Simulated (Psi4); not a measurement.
CH$_{4}$N, doublet, at a GFN2-xTB geometry, with bond 4-2 at 1.6 times its length; B3LYP/6-31G run with Psi4.

The Psi4 input:
```
memory 2 GB

molecule mol {
0 2
  C     0.050903    0.606579    0.040885
  N     0.002142   -0.786418    0.062737
  H    -0.956248    1.058042    0.013970
  H    -0.790568   -1.365617   -1.240302
  H     0.585541    0.964132    0.922197
  H     0.543592    0.991691   -0.868973
}

set basis 6-31g
set reference uks

energy('b3lyp')
print_variables()
```

It wrote (shortened):

```
   => Loading Basis Set <=

    Name: 6-31G
    Role: ORBITAL
    Keyword: BASIS

         ---------------------------------------------------------
                                   SCF
               by Justin Turney, Rob Parrish, Andy Simmonett
                          and Daniel G. A. Smith
                              UKS Reference
         ---------------------------------------------------------

  ==> Geometry <==

    Molecular point group: c1
    Full point group: C1

    Geometry (in Angstrom), charge = 0, multiplicity = 2:

       Center              X                  Y                   Z               Mass
    ------------   -----------------  -----------------  -----------------  -----------------
         C            0.050293225511     0.675572475592     0.034664019830    12.000000000000
         N            0.001532225511    -0.717424524408     0.056516019830    14.003074004430
         H           -0.956857774489     1.127035475592     0.007749019830     1.007825032230
         H           -0.791177774489    -1.296623524408    -1.246522980170     1.007825032230
         H            0.584931225511     1.033125475592     0.915976019830     1.007825032230
         H            0.542982225511     1.060684475592    -0.875193980170     1.007825032230

  Running in c1 symmetry.

  Rotational constants: A =      3.25683  B =      0.85618  C =      0.77299 [cm^-1]
  Rotational constants: A =  97637.27572  B =  25667.53256  C =  23173.73687 [MHz]
  Nuclear repulsion =   34.964161786209630

  Charge       = 0
  Multiplicity = 2
  Electrons    = 17
  Nalpha       = 9
  Nbeta        = 8

  ==> Algorithm <==

  SCF Algorithm Type is DF.
  DIIS enabled.
  MOM disabled.
  Fractional occupation disabled.
  Guess Type is SAD.
  Energy threshold   = 1.00e-06
  Density threshold  = 1.00e-06
  Integral threshold = 1.00e-12

  ==> Primary Basis <==

  Basis Set: 6-31G
    Blend: 6-31G
    Number of shells: 18
    Number of basis functions: 26
    Number of Cartesian functions: 26
    Spherical Harmonics?: false
    Max angular momentum: 1

  ==> DFT Potential <==

   => LibXC <=

    Version 7.1.2
    S. Lehtola, C. Steigemann, M. J. T. Oliveira, and M. A. L. Marques,  SoftwareX 7, 1–5 (2018) (10.1016/j.softx.2017.11.002)

   => Composite Functional: B3LYP <=

    B3LYP Hyb-GGA Exchange-Correlation Functional

    P. J. Stephens, F. J. Devlin, C. F. Chabalowski, and M. J. Frisch,  J. Phys. Chem. 98, 11623 (1994) (10.1021/j100096a001)

    Deriv               =              1
    GGA                 =           TRUE
    Meta                =          FALSE

    Exchange Hybrid     =           TRUE
    MP2 Hybrid          =          FALSE

   => Exchange Functionals <=

    0.0800   Slater exchange
    0.7200         Becke 88

   => Exact (HF) Exchange <=

    0.2000               HF

   => Correlation Functionals <=

    0.1900   Vosko, Wilk & Nusair (VWN5_RPA)
    0.8100   Lee, Yang & Parr

   => LibXC Density Thresholds  <==

    XC_HYB_GGA_XC_B3LYP:  1.00E-15

   => Molecular Quadrature <=

    Radial Scheme          =       TREUTLER
    Pruning Scheme         =           NONE
    Nuclear Scheme         =       TREUTLER

    Blocking Scheme        =         OCTREE
    BS radius alpha        =              1
    Pruning alpha          =              1
    Radial Points          =             75
    Spherical Points       =            302
    Total Points           =         130260
    Total Blocks           =           1035
    Max Points             =            256
    Max Functions          =             26
    Weights Tolerance      =       1.00E-15

   => Loading Basis Set <=

    Name: (6-31G AUX)
    Role: JKFIT
    Keyword: DF_BASIS_SCF

  ==> Integral Setup <==

  SCF_SUBTYPE=INCORE selected. In-core MEM_DF algorithm will be used.
  Using in-core AOs.

  ==> MemDFJK: Density-Fitted J/K Matrices <==

    J tasked:                   Yes
    K tasked:                   Yes
    wK tasked:                   No
    Algorithm:                 Core
    Schwarz Cutoff:           1E-12
    Mask sparsity (%):       0.0000
    Fitting Condition:        1E-10

   => Auxiliary Basis Set <=

  Basis Set: (6-31G AUX)
    Blend: CC-PVDZ-JKFIT
    Number of shells: 84
    Number of basis functions: 262
    Number of Cartesian functions: 262
    Spherical Harmonics?: false
    Max angular momentum: 3

  Minimum eigenvalue in the overlap matrix is 1.2160061309E-02.
  Reciprocal condition number of the overlap matrix is 2.7532335043E-03.
    Using symmetric orthogonalization.

  ==> Pre-Iterations <==

  SCF Guess: Superposition of Atomic Densities via on-the-fly atomic UHF (no occupation information).

   -------------------------
    Irrep   Nso     Nmo
   -------------------------
     A         26      26
   -------------------------
    Total      26      26
   -------------------------

  ==> Iterations <==

                           Total Energy        Delta E     RMS |[F,P]|

   @DF-UKS iter SAD:   -94.51627591154919   -9.45163e+01   0.00000e+00
   @DF-UKS iter   1:   -94.85117549173725   -3.34900e-01   2.29755e-02 DIIS/ADIIS
   @DF-UKS iter   2:   -94.50942298169954    3.41753e-01   3.43716e-02 DIIS/ADIIS
   @DF-UKS iter   3:   -95.07135569311211   -5.61933e-01   3.76160e-03 DIIS/ADIIS
   @DF-UKS iter   4:   -95.07388521892919   -2.52953e-03   3.01610e-03 DIIS/ADIIS
   @DF-UKS iter   5:   -95.07709799206864   -3.21277e-03   5.49599e-04 DIIS/ADIIS
   @DF-UKS iter   6:   -95.07740008718848   -3.02095e-04   2.22793e-04 DIIS/ADIIS
   @DF-UKS iter   7:   -95.07764844140209   -2.48354e-04   1.78673e-04 DIIS/ADIIS
   @DF-UKS iter   8:   -95.07797436636990   -3.25925e-04   8.95530e-05 DIIS
   @DF-UKS iter   9:   -95.07807350301334   -9.91366e-05   4.49036e-05 DIIS
   @DF-UKS iter  10:   -95.07807492761157   -1.42460e-06   8.80466e-06 DIIS
   @DF-UKS iter  11:   -95.07807556348493   -6.35873e-07   1.38851e-06 DIIS
   @DF-UKS iter  12:   -95.07807557526604   -1.17811e-08   2.78962e-07 DIIS
  Energy and wave function converged.

  ==> Post-Iterations <==

   Electrons on quadrature grid:
      Nalpha   =    9.0000007811 ; deviation = 7.811e-07
      Nbeta    =    8.0000022509 ; deviation = 2.251e-06
      Ntotal   =   17.0000030320 ; deviation = 3.032e-06

   @Spin Contamination Metric:   8.168625865E-02
   @S^2 Expected:                7.500000000E-01
   @S^2 Observed:                8.316862587E-01
   @S   Expected:                5.000000000E-01
   @S   Observed:                5.000000000E-01

    Orbital Energies [Eh]
    ---------------------

    Alpha Occupied:

       1A    -14.387789     2A    -10.212844     3A     -0.895071
       4A     -0.636548     5A     -0.467084     6A     -0.458442
       7A     -0.384172     8A     -0.272327     9A     -0.267471

    Alpha Virtual:

      10A     -0.047826    11A      0.107358    12A      0.151884
      13A      0.159914    14A      0.214130    15A      0.560481
      16A      0.564581    17A      0.578064    18A      0.705725
      19A      0.721132    20A      0.780866    21A      0.863605
      22A      0.877140    23A      0.880261    24A      0.974006
      25A      1.009404    26A      1.413372

    Beta Occupied:

       1A    -14.364468     2A    -10.214123     3A     -0.854028
       4A     -0.608978     5A     -0.457218     6A     -0.433481
       7A     -0.371776     8A     -0.253116

    Beta Virtual:

       9A     -0.081298    10A     -0.041334    11A      0.110232
      12A      0.162453    13A      0.164384    14A      0.226162
      15A      0.561630    16A      0.577909    17A      0.580078
      18A      0.707964    19A      0.787099    20A      0.789243
      21A      0.870586    22A      0.890578    23A      0.896432
      24A      0.977211    25A      1.017247    26A      1.436629

    Final Occupation by Irrep:
              A
    DOCC [     8 ]
    SOCC [     1 ]
    NA   [     9 ]
    NB   [     8 ]

  @DF-UKS Final Energy:   -95.07807557526604

   => Energetics <=

    Nuclear Repulsion Energy =             34.9641617862096297
    One-Electron Energy =                -196.5918056541105159
    Two-Electron Energy =                  77.6043855464438224
    DFT Exchange-Correlation Energy =     -11.0548172538089862
    Empirical Dispersion Energy =           0.0000000000000000
    VV10 Nonlocal Energy =                  0.0000000000000000
    Total Energy =                        -95.0780755752660411

  UHF NO Occupations:
  HONO-2 :    7  A 1.9994176
  HONO-1 :    8  A 1.9597012
  HONO-0 :    9  A 1.0000000
  LUNO+0 :   10  A 0.0402988
  LUNO+1 :   11  A 0.0005824
  LUNO+2 :   12  A 0.0005151
  LUNO+3 :   13  A 0.0001279

Computation Completed

Properties will be evaluated at   0.000000,   0.000000,   0.000000 [a0]

Properties computed using the SCF density matrix

 Multipole Moments:

 ------------------------------------------------------------------------------------
     Multipole            Electronic (a.u.)      Nuclear  (a.u.)        Total (a.u.)
 ------------------------------------------------------------------------------------

 L = 1.  Multiply by 2.5417464519 to convert [e a0] to [Debye]
 Dipole X            :          0.4565271           -0.5813500           -0.1248228
 Dipole Y            :         -0.9915797            1.8059831            0.8144034
 Dipole Z            :          0.8500093           -1.1232450           -0.2732357
 Magnitude           :                                                    0.8680388

 ------------------------------------------------------------------------------------

  Variable Map:
  ----------------------------------------------------------------------------
  "CURRENT ENERGY"              =>     -95.078075575266
  "CURRENT REFERENCE ENERGY"    =>     -95.078075575266
  "DD SOLVATION ENERGY"         =>       0.000000000000
  "DFT FUNCTIONAL TOTAL ENERGY" =>     -95.078075575266
  "DFT TOTAL ENERGY"            =>     -95.078075575266
  "DFT VV10 ENERGY"             =>       0.000000000000
  "DFT XC ENERGY"               =>     -11.054817253809
  "GRID ELECTRONS ALPHA"        =>       9.000000781099
  "GRID ELECTRONS BETA"         =>       8.000002250929
  "GRID ELECTRONS TOTAL"        =>      17.000003032028
  "NUCLEAR REPULSION ENERGY"    =>      34.964161786210
  "ONE-ELECTRON ENERGY"         =>    -196.591805654111
  "PCM POLARIZATION ENERGY"     =>       0.000000000000
  "PE ENERGY"                   =>       0.000000000000
  "SCF ITERATION ENERGY"        =>     -95.078075575266
  "SCF ITERATIONS"              =>      12.000000000000
  "SCF TOTAL ENERGY"            =>     -95.078075575266
  "TWO-ELECTRON ENERGY"         =>      77.604385546444
  "XC GRID RADIAL POINTS"       =>      75.000000000000
  "XC GRID SPHERICAL POINTS"    =>     302.000000000000
  "XC GRID TOTAL POINTS"        =>  130260.000000000000

  Array Variable Map:
  ----------------------------------------------------------------------------
  "CURRENT DIPOLE"              =>      -0.124822842041 ... -0.273235691084 1 by 3
  "SCF DIPOLE"                  =>      -0.124822842041 ... -0.273235691084 1 by 3
  "SCF TOTAL ENERGIES"          =>     -94.516275911549 ... -95.078075575266 1 by 13
```
